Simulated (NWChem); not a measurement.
C4H5NS; SMILES Cc1cncs1

Computed with NWChem. Pople sets run with spherical d functions. Coordinates come from a PBE0/def2-SVP optimisation. B3LYP is NWChem's, with the RPA form of VWN correlation. Static field.

| level | basis functions | isotropic polarisability (bohr³) | anisotropy (bohr³) |
|---|---|---|---|
| B3LYP/6-31G* | 98 | 58.3 | 38.8 |
| B3LYP/6-31+G* | 122 | 67.9 | 34.6 |
| B3LYP/def2-SVP | 113 | [?] | [?] |
| B3LYP/def2-SVPD | 167 | 70.9 | 35.0 |

Task: What belongs in the gaps?

Result: 
- B3LYP/def2-SVP, isotropic polarisability (bohr³): 58.7
- B3LYP/def2-SVP, anisotropy (bohr³): 37.3
